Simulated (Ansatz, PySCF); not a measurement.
Input for Ansatz (an electronic-structure program):
Ansatz 0.2 input:
```yaml
crystal:
  periodic: [false, false, false]
  atoms:
    - {symbol: C, position_ang: [-0.01011930, 0.88481522, -0.03777061]}
    - {symbol: C, position_ang: [0.76315111, -0.35067630, 0.05689274]}
    - {symbol: C, position_ang: [-0.75522711, -0.36829202, 0.05102229]}
    - {symbol: H, position_ang: [-0.01634672, 1.66492132, -0.76796371]}
    - {symbol: H, position_ang: [1.31462689, -0.70645278, -0.80771786]}
    - {symbol: H, position_ang: [1.25200813, -0.59394256, 0.99113267]}
    - {symbol: H, position_ang: [-1.24551713, -0.62291802, 0.98147659]}
    - {symbol: H, position_ang: [-1.29159938, -0.73668936, -0.81779420]}
basis:
  gaussian:
    orbitals: def2-SVPD
magnetization: {spin_polarized: true, initial_magnetization: 1}
correlation: {method: mp2, electrons: outside_noble_gas}
accuracy: high
```

Question: Convert this to an input for PySCF.

Answer: Several could match; the one computed here: 
```python
from pyscf import gto, scf, mp

mol = gto.M(
    atom='''
C    -0.010119    0.884815   -0.037771
C     0.763151   -0.350676    0.056893
C    -0.755227   -0.368292    0.051022
H    -0.016347    1.664921   -0.767964
H     1.314627   -0.706453   -0.807718
H     1.252008   -0.593943    0.991133
H    -1.245517   -0.622918    0.981477
H    -1.291599   -0.736689   -0.817794
''',
    basis='def2-svpd',
    charge=0,
    spin=1,
    verbose=4,
)

mf = scf.UHF(mol)
mf.kernel()

pt = mp.MP2(mf, frozen=3)
pt.kernel()
print('E(MP2) = %.10f' % pt.e_tot)
```

Both were run: Ansatz gave -116.740329 Eh and PySCF -116.740329 Eh, 0.000 mEh apart.
